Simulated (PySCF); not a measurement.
Compound: C4H5F4NO.
Numbering: `[CH3:1]/[N:2]=[CH:3]\[C@H:4]([F:5])[O:6][C:7]([F:8])([F:9])[F:10]` (hydrogens: H11, H12, H13 on C1; H14 on C3; H15 on C4)

The same species was optimised twice, with GFN2-xTB and with PBE0-D3(BJ)/def2-SVP (PySCF), and the same property calculations (PySCF, gas phase) were run on both structures.

```
     coordinate  GFN2-xTB  PBE0-D3(BJ)/def2-SVP  change
      O6–C7 (Å)     1.331                 1.350  +0.019
      N2=C3 (Å)     1.246                 1.260  +0.014
      C1–N2 (Å)     1.424                 1.436  +0.012
      C4–O6 (Å)     1.413                 1.402  -0.011
      C3–C4 (Å)     1.526                 1.516  -0.010
     C7–F10 (Å)     1.324                 1.315  -0.009
      C7–F8 (Å)     1.347                 1.340  -0.007
      C4–F5 (Å)     1.362                 1.355  -0.007
      C7–F9 (Å)     1.332                 1.327  -0.005
   C1–N2–C3 (°)     124.8                 122.2    -2.6
   O6–C7–F9 (°)     114.7                 112.5    -2.2
  F8–C7–F10 (°)     107.1                 108.7    +1.6
  F9–C7–F10 (°)     107.7                 109.3    +1.6
   F8–C7–F9 (°)     105.8                 107.0    +1.2
   O6–C7–F8 (°)     112.5                 111.4    -1.1
  O6–C7–F10 (°)     108.8                 107.9    -0.9
   C3–C4–F5 (°)     109.4                 108.6    -0.8
N2–C3–C4–F5 (°)      -173                  -173       0
C3–C4–O6–C7 (°)      -167                  -156     +11
C4–O6–C7–F8 (°)        57                    59      +2
```

Rotational constants: A = 2061, B = 917.5, C = 732.4 MHz (GFN2-xTB) against A = 1978, B = 971.0, C = 754.9 MHz (PBE0-D3(BJ)/def2-SVP). Point groups within 0.08 Å: C1 and C1.

On the GFN2-xTB structure: HOMO (eV) -7.64 [PBE0/pcSseg-1]; LUMO (eV) -0.94 [PBE0/pcSseg-1]; dipole (D) 1.86 [PBE0/pcSseg-1]; GIAO shielding of C1 (ppm) 142.7 [PBE0/pcSseg-1]; GIAO shielding of N2 (ppm) -138.2 [PBE0/pcSseg-1]; GIAO shielding of C3 (ppm) 28.2 [PBE0/pcSseg-1]; GIAO shielding of C4 (ppm) 84.1 [PBE0/pcSseg-1]; GIAO shielding of F5 (ppm) 336.5 [PBE0/pcSseg-1]; GIAO shielding of O6 (ppm) 170.4 [PBE0/pcSseg-1]; GIAO shielding of C7 (ppm) 56.5 [PBE0/pcSseg-1]; GIAO shielding of F8/F9/F10 (mean) (ppm) 245.3 [PBE0/pcSseg-1].

What do these properties become on the PBE0-D3(BJ)/def2-SVP structure?

| property | level | on GFN2-xTB | on PBE0-D3(BJ)/def2-SVP | change |
| --- | --- | --- | --- | --- |
| HOMO (eV) | PBE0/pcSseg-1 | -7.64 | -7.68 | -0.04 |
| LUMO (eV) | PBE0/pcSseg-1 | -0.94 | -0.98 | -0.04 |
| dipole (D) | PBE0/pcSseg-1 | 1.86 | 1.63 | -0.23 |
| energy, GFN2-xTB geometry as zero (kcal/mol) | PBE0/pcSseg-1 | 0.0 | -1.1 | -1.1 |
| GIAO shielding of C1 (ppm) | PBE0/pcSseg-1 | 142.7 | 141.1 | -1.6 |
| GIAO shielding of N2 (ppm) | PBE0/pcSseg-1 | -138.2 | -141.0 | -2.8 |
| GIAO shielding of C3 (ppm) | PBE0/pcSseg-1 | 28.2 | 21.9 | -6.3 |
| GIAO shielding of C4 (ppm) | PBE0/pcSseg-1 | 84.1 | 86.4 | +2.3 |
| GIAO shielding of F5 (ppm) | PBE0/pcSseg-1 | 336.5 | 338.1 | +1.6 |
| GIAO shielding of O6 (ppm) | PBE0/pcSseg-1 | 170.4 | 165.0 | -5.4 |
| GIAO shielding of C7 (ppm) | PBE0/pcSseg-1 | 56.5 | 56.5 | 0.0 |
| GIAO shielding of F8/F9/F10 (mean) (ppm) | PBE0/pcSseg-1 | 245.3 | 250.2 | +4.9 |

The heavy atoms differ by 0.146 Å rms after alignment. Among bonds between heavy atoms O6–C7 changes most (+0.019 Å). Changes are differences of the printed values. Neither structure is proved a minimum here.

Shape of the structure used: `[CH3:1]/[N:2]=[CH:3]\[C@H:4]([F:5])[O:6][C:7]([F:8])([F:9])[F:10]`: N2–C3–C4–F5 -173°, C3–C4–O6–C7 -156°, C4–O6–C7–F8 59°.
